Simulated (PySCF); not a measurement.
A structure optimised at PBE-D3(BJ)/def2-SVP, used in a PySCF frequency run:

```xyz
5

Si     0.0000     0.0000     0.6202
Br     1.8229     1.0524    -0.1028
Br    -1.8229     1.0524    -0.1028
Br     0.0000    -2.1048    -0.1028
H      0.0000     0.0000     2.1121
```

Question: Write its SMILES, formula and point group.

Answer: Br[SiH](Br)Br, Br₃HSi, C3v

Question: What are its rotational constants (standard atomic weights)?

Answer: 0.92097, 0.92097, 0.47587 GHz
